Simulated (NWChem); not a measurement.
System: ethylene glycol (C₂H₆O₂); SMILES OCCO

NWChem input:

```
start job
memory heap 200 mb stack 900 mb global 1100 mb
geometry units angstroms noautosym nocenter noautoz
  O     -0.583103    -1.307559    -0.181237
  C      0.599196    -0.676016     0.254710
  C      0.555306     0.732905    -0.294144
  O     -0.594778     1.398969     0.134841
  H     -0.709594    -2.119064     0.317820
  H      0.645073    -0.629599     1.359940
  H      1.507621    -1.199099    -0.104554
  H      1.434202     1.297666     0.056114
  H      0.616010     0.683022    -1.401475
  H     -1.317427     0.774596    -0.013755
end
basis spherical
  * library 6-31+g*
end
dft
  xc xcamb88 1.00 lyp 0.81 vwn_5 0.19 hfexch 1.00
  cam 0.33 cam_alpha 0.19 cam_beta 0.46
  iterations 150
end
property
  response 1 0.0
end
task dft property
```

NWChem printed, in part:

```
             Northwest Computational Chemistry Package (NWChem) 7.3.0
             --------------------------------------------------------

                             Geometry "geometry" -> ""
                             -------------------------

 Output coordinates in angstroms (scale by  1.889725989 to convert to a.u.)

  No.       Tag          Charge          X              Y              Z
 ---- ---------------- ---------- -------------- -------------- --------------
    1 O                    8.0000    -0.58310300    -1.30755900    -0.18123700
    2 C                    6.0000     0.59919600    -0.67601600     0.25471000
    3 C                    6.0000     0.55530600     0.73290500    -0.29414400
    4 O                    8.0000    -0.59477800     1.39896900     0.13484100
    5 H                    1.0000    -0.70959400    -2.11906400     0.31782000
    6 H                    1.0000     0.64507300    -0.62959900     1.35994000
    7 H                    1.0000     1.50762100    -1.19909900    -0.10455400
    8 H                    1.0000     1.43420200     1.29766600     0.05611400
    9 H                    1.0000     0.61601000     0.68302200    -1.40147500
   10 H                    1.0000    -1.31742700     0.77459600    -0.01375500

 Effective nuclear repulsion energy (a.u.)     134.5608052880

                              NWChem Property Module
                              ----------------------

                                 NWChem DFT Module
                                 -----------------

 Summary of "ao basis" -> "ao basis" (spherical)
 ------------------------------------------------------------------------------
       Tag                 Description            Shells   Functions and Types
 ---------------- ------------------------------  ------  ---------------------
 O                          6-31+g*                  8       18   4s3p1d
 C                          6-31+g*                  8       18   4s3p1d
 H                          6-31+g*                  2        2   2s

            General Information
            -------------------
          SCF calculation type: DFT
          Wavefunction type:  closed shell.
          No. of atoms     :    10
          No. of electrons :    34
           Alpha electrons :    17
            Beta electrons :    17
          Charge           :     0
          Spin multiplicity:     1
          Use of symmetry is: off; symmetry adaption is: off
          Maximum number of iterations: 150
          AO basis - number of functions:    84
                     number of shells:    44
          Convergence on energy requested:  1.00D-06
          Convergence on density requested:  1.00D-05
          Convergence on gradient requested:  5.00D-04

              XC Information
              --------------
                     Hartree-Fock (Exact) Exchange  1.000
                   CAM-Becke88 Exchange Functional  1.000
                      VWN V Correlation Functional  0.190 local
              Lee-Yang-Parr Correlation Functional  0.810

           Range-Separation Parameters
           ---------------------------
           Alpha           :  0.19
           Beta            :  0.46
           Gamma           :  0.33
           Short-Range HF  :     F

             Grid Information
             ----------------
          Grid used for XC integration:  medium
          Radial quadrature: Mura-Knowles
          Angular quadrature: Lebedev.
          Tag              B.-S. Rad. Rad. Pts. Rad. Cut. Ang. Pts.
          ---              ---------- --------- --------- ---------
          O                   0.60       49          11.0       434
          C                   0.70       49          10.0       434
          H                   0.35       45          11.0       434
          Grid pruning is: on
          Number of quadrature shells:   466
          Spatial weights used:  Erf1

      Superposition of Atomic Density Guess
      -------------------------------------

 Sum of atomic energies:        -227.82986183

      Non-variational initial energy
      ------------------------------

 Total energy =    -229.896072
 1-e energy   =    -576.510908
 2-e energy   =     212.054031
 HOMO         =      -0.352313
 LUMO         =       0.039532

   convergence    iter        energy       DeltaE   RMS-Dens  Diis-err
 ---------------- ----- ----------------- --------- --------- ---------
 d= 0,ls=0.0,diis     1   -230.0754692535 -3.65D+02  1.46D-02  7.26D-01
 d= 0,ls=0.0,diis     2   -230.0995306098 -2.41D-02  6.53D-03  6.36D-01
 d= 0,ls=0.0,diis     3   -230.1548371467 -5.53D-02  1.14D-03  2.57D-02
 d= 0,ls=0.0,diis     4   -230.1572150242 -2.38D-03  2.40D-04  6.23D-04
 d= 0,ls=0.0,diis     5   -230.1572801647 -6.51D-05  8.20D-05  8.00D-05
  Resetting Diis
 d= 0,ls=0.0,diis     6   -230.1572902480 -1.01D-05  2.40D-05  1.36D-06
 d= 0,ls=0.0,diis     7   -230.1572904980 -2.50D-07  5.21D-06  1.29D-07

         Total DFT energy =     -230.157290497967
      One electron energy =     -580.172121529944
           Coulomb energy =      245.641755530726
    Exchange-Corr. energy =      -30.187729786759
 Nuclear repulsion energy =      134.560805288010

 Numeric. integr. density =       34.000017465672

                       DFT Final Molecular Orbital Analysis
                       ------------------------------------

 Vector   15  Occ=2.000000D+00  E=-4.017070D-01
              MO Center= -2.0D-02,  8.8D-01,  2.8D-02, r^2= 2.3D+00
   Bfn.  Coefficient  Atom+Function         Bfn.  Coefficient  Atom+Function
  ----- ------------  ---------------      ----- ------------  ---------------
    58      0.394635   4 O  py               40     -0.282648   3 C  py
    62      0.240940   4 O  py               60      0.209783   4 O  s
    22      0.203617   2 C  py               59      0.179792   4 O  pz
    80     -0.173715   8 H  s                79     -0.166121   8 H  s
     5      0.141892   1 O  pz               83     -0.136369  10 H  s

 Vector   16  Occ=2.000000D+00  E=-3.637169D-01
              MO Center= -9.5D-02, -1.1D+00, -3.5D-03, r^2= 1.7D+00
   Bfn.  Coefficient  Atom+Function         Bfn.  Coefficient  Atom+Function
  ----- ------------  ---------------      ----- ------------  ---------------
     5      0.405639   1 O  pz                9      0.284756   1 O  pz
     4      0.270873   1 O  py                3     -0.263137   1 O  px
    78      0.204326   7 H  s                 8      0.192798   1 O  py
    76     -0.185292   6 H  s                 7     -0.183055   1 O  px
    23     -0.172884   2 C  pz               77      0.171932   7 H  s

 Vector   17  Occ=2.000000D+00  E=-3.391124D-01
              MO Center= -2.4D-01,  1.0D+00, -6.1D-02, r^2= 1.8D+00
   Bfn.  Coefficient  Atom+Function         Bfn.  Coefficient  Atom+Function
  ----- ------------  ---------------      ----- ------------  ---------------
    59      0.515959   4 O  pz               63      0.360132   4 O  pz
    58     -0.205458   4 O  py               82      0.204482   9 H  s
    41     -0.188312   3 C  pz               28      0.177751   2 C  s
    22     -0.170231   2 C  py               81      0.167841   9 H  s
    62     -0.148352   4 O  py               46     -0.145113   3 C  s

 Vector   18  Occ=0.000000D+00  E= 2.366844D-02
              MO Center= -1.0D-02, -2.1D+00,  8.0D-01, r^2= 6.6D+00
   Bfn.  Coefficient  Atom+Function         Bfn.  Coefficient  Atom+Function
  ----- ------------  ---------------      ----- ------------  ---------------
    46      4.199304   3 C  s                28     -2.163360   2 C  s
    30     -1.956623   2 C  py               10     -1.288259   1 O  s
    48     -0.830041   3 C  py               49      0.591336   3 C  pz
    29     -0.582703   2 C  px               64     -0.485390   4 O  s
    31      0.458784   2 C  pz               74      0.431684   5 H  s

 Vector   19  Occ=0.000000D+00  E= 5.060633D-02
              MO Center=  1.8D+00, -2.3D-01,  1.7D-01, r^2= 8.6D+00
   Bfn.  Coefficient  Atom+Function         Bfn.  Coefficient  Atom+Function
  ----- ------------  ---------------      ----- ------------  ---------------
    29      0.996000   2 C  px               10      0.615126   1 O  s
    64      0.518555   4 O  s                47      0.459268   3 C  px
    24     -0.348218   2 C  s                48      0.288189   3 C  py
    49     -0.278980   3 C  pz               42     -0.273875   3 C  s
    31      0.269560   2 C  pz               84     -0.256924  10 H  s

 Vector   20  Occ=0.000000D+00  E= 6.002130D-02
              MO Center=  4.0D-01,  7.9D-01, -8.6D-01, r^2= 1.1D+01
   Bfn.  Coefficient  Atom+Function         Bfn.  Coefficient  Atom+Function
  ----- ------------  ---------------      ----- ------------  ---------------
    28      6.216579   2 C  s                46     -4.505414   3 C  s
    48      2.162884   3 C  py               30      1.914766   2 C  py
    31     -1.415031   2 C  pz               64     -0.945585   4 O  s
    49     -0.778043   3 C  pz               10     -0.694153   1 O  s
    47     -0.369646   3 C  px               29     -0.291535   2 C  px

     Multipole analysis of the density
     ---------------------------------

[...]

 DFT Linear Response polarizability / au
 Frequency  =       0.0000000 / au
              X              Y              Z
 -----------------------------------------------
 X      34.3462606      0.3992903     -0.5302252
 Y       0.3992893     34.7489350     -0.5731380
 Z      -0.5302228     -0.5731377     31.6746752
 -----------------------------------------------
 Eigenvalues =      34.1077878     35.1639932     31.4980898
 Isotropic   =      33.5899569
 Anisotropic =       3.2684048
 -----------------------------------------------

 Magnetic Dipole Response Matrix (nonzero elements):

 Exiting AOResponse driver routine
```

Level: CAM-B3LYP/6-31+G* (spherical d). Structure relaxed at the PBE0/def2-SVP level.
